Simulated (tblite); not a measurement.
Species: C₆H₁₀N (doublet state).
Geometry (GFN2-xTB, Å), atoms numbered from 1 in this order:
```
atom  x, y, z in Å
C1     2.379    0.465    0.043
C2     2.027   -0.850   -0.502
N3     0.613   -1.227   -0.456
C4    -0.337   -0.486   -0.137
C5    -1.803   -0.825   -0.064
C6    -2.077    0.604    0.439
C7    -0.580    0.940    0.309
H8     2.547    0.586    1.096
H9     2.273    1.350   -0.556
H10    2.294   -0.932   -1.562
H11    2.536   -1.656    0.038
H12   -2.038   -1.625    0.635
H13   -2.241   -1.069   -1.030
H14   -2.451    0.647    1.460
H15   -2.729    1.193   -0.202
H16   -0.345    1.681   -0.454
H17   -0.074    1.216    1.233
```

The geometry is computed with GFN2-xTB (gas phase). This method treats the open shell by occupation alone, without spin polarisation.

Take the most abundant isotopes and a rigid rotor. The values belong to one conformer with, in the numbering `[CH2:1][CH2:2][N:3]=[C:4]1[CH2:5][CH2:6][CH2:7]1`, H–C1–C2–N3 84° and -83°, C1–C2–N3–C4 8°.

(1) What are A, B and C (MHz)?

(2) Classify the top.

(3) What does the inertial defect say?

(4) Where do the levels up to J = 5 lie, in MHz?

Results:

(1) Ia = 83.51, Ib = 279.53, Ic = 346.53 u·Å²; 505379 MHz·u·Å²/I gives A = 6052, B = 1808, C = 1458 MHz.

(2) An asymmetric top; Ray's κ = -0.848.

(3) Not planar: Δ = Ic − Ia − Ib = -16.51 u·Å². For a rigid frame Δ = −2 Σ m c², so Σ m c² = 8.26 u·Å² lies off the ab plane: 8.06 from hydrogen and 0.19 from heavier atoms. The atom farthest from that plane is 1.04 Å away.

(4) Above 0(0,0):
J = 1: 1(0,1) 3266, 1(1,1) 7510, 1(1,0) 7860
J = 2: 2(0,2) 9778, 2(1,2) 13693, 2(1,1) 14742, 2(2,1) 27474, 2(2,0) 27494
J = 3: 3(0,3) 19495, 3(1,3) 22956, 3(1,2) 25052, 3(2,2) 37273, 3(2,1) 37376, 3(3,1) 59378, 3(3,0) 59379
J = 4: 4(0,4) 32358, 4(1,4) 35283, 4(1,3) 38773, 4(2,3) 50322, 4(2,2) 50628, 4(3,2) 72483, 4(3,1) 72488, 4(4,1) 103377, 4(4,0) 103377
J = 5: 5(0,5) 48296, 5(1,5) 50658, 5(1,4) 55880, 5(2,4) 66608, 5(2,3) 67308, 5(3,3) 88878, 5(3,2) 88900, 5(4,2) 119755, 5(4,1) 119756, 5(5,1) 159480, 5(5,0) 159480
The levels of one J sum to (2J + 1)J(J + 1)(A + B + C)/3.

For this open shell read J as N, the rotation without spin; fine and hyperfine splittings come on top. Its GFN2-xTB frequencies are all real (lowest 36 cm⁻¹). Constants of a rigid frame at the computed geometry: no zero-point averaging, no centrifugal distortion.
